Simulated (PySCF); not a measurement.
## Peak assignment

Atom-mapped SMILES (the numbers label the heavy atoms): `[BH:1]1[CH:2]=[CH:3][CH:4]=[CH:5][NH:6]1`. Each H is labelled by its parent atom.

PySCF calculation with σ from GIAO-B97-2/pcSseg-2 and PBE0-D3(BJ)/def2-TZVP structure; a single conformation, isolated molecule, non-relativistic Hamiltonian.

Shifts are taken against calculated references (same method and geometry level): ¹³C and ¹H vs TMS.

Question: Assign these signals to the numbered atoms. ¹³C{¹H} NMR (computed): δ 151.7 (CH), 140.4 (CH), 138.6 (CH), 117.3 (CH).

Answer: 
```tsv
δ (ppm)	atoms	environment	reason
151.7	C3	alkene CH	as expected for a trigonal carbon in a double bond
140.4	C5	alkene carbon bearing nitrogen	an sp2 carbon further deshielded by the attached heteroatom
138.6	C2	alkene CH	as expected for a trigonal carbon in a double bond
117.3	C4	β carbon of an enol-ether or enamine type C=C	–
```

C5 and C2 lie closer than the usual error of such a calculation, so a measured spectrum could show them in the other order.

Question: Assign these signals to the numbered atoms. ¹H NMR (600 MHz, computed): δ 8.12 (br s, 1H), 8.06 (m, 1H), 7.49 (d, 1H), 7.37 (m, 1H), 6.64 (m, 1H), 5.35 (br, 1H).

Answer: 
8.12 → H(N6), hydrogen on an enamine nitrogen: labile proton, position sensitive to the medium
8.06 → H(C3), hydrogen on an alkene CH
7.49 → H(C5), hydrogen on an alkene carbon bearing nitrogen: a vinylic proton, deshielded by the sp2 carbon and the C=C anisotropy
7.37 → H(C2), hydrogen on an alkene CH: attached to an sp2 carbon and in the plane of the double bond
6.64 → H(C4), hydrogen on a β carbon of an enol-ether or enamine type C=C: a vinylic proton, deshielded by the sp2 carbon and the C=C anisotropy
5.35 → H(B1), hydrogen on a boron bonded to C, N, in a 6-membered ring

H(N6) and H(C3) lie closer than the usual error of such a calculation, so a measured spectrum could show them in the other order.

The OH or NH signal is concentration- and solvent-dependent in practice; the value given is the gas-phase one. Hydrogens on boron are broadened and split by ¹¹B (spin 3/2, 80 %) and 10B (spin 3). A carbon bonded to boron is broadened by the quadrupolar boron nucleus and is often missing from a measured spectrum. Shifts are as computed. Against solution values, carbons near 30 ppm lie about +3 ppm off and those near 130 ppm about +7 ppm. Of 1211 compounds with measured shifts, 218 miss one by over three times the rms of a fit or turn the order of signals round; such compounds aren't used in these exercises. No couplings were computed; multiplicities are counted from neighbouring protons, with m where these are inequivalent, close in shift, in a saturated or five-membered ring or joined by F or P, and br s for small geminal =CH2 splittings.
